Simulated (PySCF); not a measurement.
Al2(mu-NH2)2(Me)4, C4H16Al2N2, singlet (GFN2-xTB optimised geometry):

```
24

Al    -1.420     0.006     0.000
Al     1.420     0.006     0.000
N      0.000     1.377     0.000
H      0.000     1.993     0.810
H      0.000     1.990    -0.813
C     -2.300     0.018    -1.784
H     -2.944    -0.855    -1.928
H     -1.604     0.030    -2.630
H     -2.953     0.888    -1.912
C     -2.273    -0.007     1.797
H     -2.921    -0.878     1.936
H     -2.917     0.864     1.951
H     -1.563    -0.016     2.630
N      0.000    -1.365    -0.020
H      0.000    -1.993     0.781
H      0.000    -1.965    -0.842
C      2.300     0.019    -1.784
H      2.949    -0.851    -1.926
H      2.947     0.892    -1.915
H      1.603     0.023    -2.630
C      2.273    -0.007     1.797
H      2.918    -0.881     1.938
H      1.563    -0.011     2.630
H      2.921     0.862     1.950
```

Calculation: PBE0/def2-SVP run with PySCF.

Problem. What are the frontier orbital energies and the dipole moment?

Solution. HOMO-2 -7.39 eV, HOMO-1 -7.34 eV, HOMO -7.32 eV, LUMO 0.84 eV, LUMO+1 1.19 eV; dipole moment 0.03 D.

On the same geometry PBE/def2-SVP in PySCF gives HOMO-2 -6.02 eV, HOMO-1 -6.01 eV, HOMO -6.00 eV, LUMO 0.03 eV, LUMO+1 0.36 eV; dipole moment 0.03 D.

Meta-Löwdin charges at PBE0/def2-SVP: Al1 0.79, Al2 0.79, N3 -0.64, H4 0.23, H5 0.23, C6 -0.61, H7 0.10, H8 0.10, H9 0.10, C10 -0.61, H11 0.10, H12 0.10, H13 0.10, N14 -0.64, H15 0.23, H16 0.23, C17 -0.61, H18 0.10, H19 0.10, H20 0.10, C21 -0.61, H22 0.10, H23 0.10, H24 0.10.
